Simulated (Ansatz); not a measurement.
Level of theory: PBE-D3(BJ)/def2-TZVP // PBE0-D3(BJ)/def2-SVP run with Ansatz (a first-principles code). All species are isolated molecules in the gas phase.  In the def2 sets, heavy atoms carry core potentials.

Reference species (SMILES): `[CH3][Sn]([Cl])([Cl])[Cl]` (neutral, multiplicity 1).

The HOMO is -7.74 eV and the dipole moment comes out as 3.41 D. The HOMO–LUMO gap comes out as 4.59 eV.

After one change: the HOMO drops by 0.28 eV; the dipole moment decreases by 2.55 D; the HOMO–LUMO gap falls by 0.37 eV.

Task: Name the change that produced these shifts. The new species is one of these.
A) `C[C](C)(C)[Sn]([Cl])([Cl])[Cl]`
B) `FC(F)(F)[CH2][Sn]([Cl])([Cl])[Cl]`
C) `[Cl][Sn]([Cl])([Cl])[c]1ccccc1`
D) `F[C](F)(F)[Sn]([Cl])([Cl])[Cl]`

Result: D, `F[C](F)(F)[Sn]([Cl])([Cl])[Cl]`
